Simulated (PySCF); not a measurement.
CH₇Cl₂NSi₂, SMILES C[Si](Cl)(Cl)N[SiH3].

The structure is a stationary point at PBE0-D3(BJ)/def2-SVP. The values are those of a single conformer.

Two levels are set side by side: PBE/def2-TZVP (PySCF) and r2SCAN/def2-TZVP (PySCF). Same geometry, gas phase. Differences are taken from unrounded values.

| quantity | r2SCAN |
|---|---|
| orbital gap (eV) | 6.56 |
| highest occupied level (eV) | -6.93 |
| lowest empty level (eV) | -0.38 |
| dipole moment (D) | 1.86 |
| mean polarisability (bohr³) | 91.7 |

### Question
What does PBE give, and how far is it from r2SCAN? (Estimate from the structure and the level; the computed values follow.)

### Answer

```
quantity                       PBE  PBE minus r2SCAN
---------------------------  -----  ----------------
orbital gap (eV)              5.79             -0.77
highest occupied level (eV)  -6.61              0.32
lowest empty level (eV)      -0.82             -0.44
dipole moment (D)             1.81             -0.06
mean polarisability (bohr³)   94.7               3.1
```

Rough cost on one machine, each run with all the roots and properties that it gave: r2SCAN against PBE about 3 times.
